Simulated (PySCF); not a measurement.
Gas-phase reaction: 2 Ga₂O + 6 H₂O₂ = 4 Ga(OH)₃ + O₂

Energies from PySCF, thermal terms from the rigid-rotor harmonic-oscillator model, ideal gas at 1 bar. † marks an energy on the PBE0/def2-TZVP geometry and frequencies. CCSD(T) freezes the core. Open shells (unrestricted): O₂ (multiplicity 3); the rest are closed-shell singlets. Ga: all electrons, no relativistic terms. Ga(OH)₃: computed as isolated molecules; such fragments, hydroxides, amides, oligomers or adducts are transient or little studied in the gas. CCSD(T) isn't extrapolated to the basis-set limit.

PBE0/def2-QZVP† gives ΔH°(298 K) = -1931 kJ.

Question: What do CCSD(T)/def2-TZVPP†, BLYP/def2-TZVP†, PBE0/def2-SVP† give?

Answer: CCSD(T)/def2-TZVPP†: -2023 kJ; BLYP/def2-TZVP†: -1711 kJ; PBE0/def2-SVP†: -1904 kJ. For scale, ΔH°(298 K) is -1931 kJ at this level, -1906 kJ at ωB97M-V/def2-TZVP†, and runs from -2169 to -1263 kJ over the 19 levels computed.
